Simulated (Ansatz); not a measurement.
One change: `[BH2][SnH2][CH3]` becomes `[CH3][SnH2][AlH2]`.

Ansatz, PBE0-D4/def2-TZVP geometries, multiplicity 1. 

Elements past krypton have def2 core potentials.

```tsv
property	`[BH2][SnH2][CH3]`
HOMO–LUMO gap (B3LYP/def2-TZVPP) / eV	4.87
HOMO energy (PBE0/def2-TZVPP) / eV	-7.71
LUMO energy (PBE0/def2-TZVPP) / eV	-2.44
HOMO energy (ωB97M-V/def2-TZVPP) / eV	-9.84
HOMO–LUMO gap (ωB97M-V/def2-TZVPP) / eV	9.33
size of the dipole moment (B3LYP/def2-TZVPP) / D	0.78
```

(1) What does the change do to each property? (Best estimate.)

## Answers

(1) Ansatz gave: 
| property | `[CH3][SnH2][AlH2]` | shift |
| --- | --- | --- |
| HOMO–LUMO gap (B3LYP/def2-TZVPP) / eV | 4.65 | -0.22 |
| HOMO energy (PBE0/def2-TZVPP) / eV | -7.16 | 0.55 |
| LUMO energy (PBE0/def2-TZVPP) / eV | -2.13 | 0.31 |
| HOMO energy (ωB97M-V/def2-TZVPP) / eV | -9.11 | 0.73 |
| HOMO–LUMO gap (ωB97M-V/def2-TZVPP) / eV | 8.59 | -0.74 |
| size of the dipole moment (B3LYP/def2-TZVPP) / D | 0.73 | -0.05 |

With PBE0 the HOMO rises by 0.55 eV and the LUMO rises by 0.31 eV, so the gap narrows by about 0.24 eV. PBE moves the HOMO by 0.44 eV and ωB97M-V by 0.73 eV. Dipoles are sizes alone; their direction can turn.

B3LYP here is the variant with VWN-RPA as its local correlation; programs differ in this.
